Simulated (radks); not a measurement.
Removal energies from the niobium ion Nb4+, [Kr] 4d(3/2: 1, 5/2: 0), by Delta-SCF beside the eigenvalue of the level emptied. Calculated with a radial shooting solver on a logarithmic mesh with Libxc functionals: Dirac Kohn-Sham, PBE, spin-unpolarised, spherical densities, finite nucleus; Fermi nuclear charge, rms radius of each element as measured or else 0.836 A^(1/3) + 0.57 fm. Sub-shells are occupied by j as written (lower j first in brackets).

removed from                                  final configuration  Delta-SCF (eV)  -eigenvalue (eV)
4d3/2                                                        [Kr]          50.445            43.549
4p3/2         [Ar] 3d10 4s2 4p(1/2: 2, 3/2: 3) 4d(3/2: 1, 5/2: 0)          86.323            77.986
4p1/2         [Ar] 3d10 4s2 4p(1/2: 1, 3/2: 4) 4d(3/2: 1, 5/2: 0)          88.737            80.262
4s1/2                        [Ar] 3d10 4s1 4p6 4d(3/2: 1, 5/2: 0)          112.39            103.38
